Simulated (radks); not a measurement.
Values are calculated unless marked as measured or tabulated.
Question: All-electron atom: the palladium ion Pd45+ in 1s1 (the NIST ground configuration). Level of theory: Dirac Kohn-Sham, exchange-only PBE, spin-unpolarised, spherical densities, finite nucleus; Fermi nuclear charge, rms radius 4.5318 fm (a radial shooting solver on a logarithmic mesh with Libxc functionals). Some entries of the table are withheld. Estimate them.

| orbital | occ. | eigenvalue (eV) | <1/r> (bohr^-1) |
|---|---|---|---|
| 1s1/2 | 1 | (1) | (2) |
| 2s1/2 | 0 | (3) | 12.29 |
| 2p1/2 | 0 | (4) | (5) |
| 2p3/2 | 0 | (6) | (7) |

Answer: 
(1) 1s1/2 eigenvalue (eV): -29253.15
(2) 1s1/2 <1/r> (bohr^-1): 48.77
(3) 2s1/2 eigenvalue (eV): -7266.188
(4) 2p1/2 eigenvalue (eV): -7237.741
(5) 2p1/2 <1/r> (bohr^-1): 12.26
(6) 2p3/2 eigenvalue (eV): -7026.257
(7) 2p3/2 <1/r> (bohr^-1): 11.55
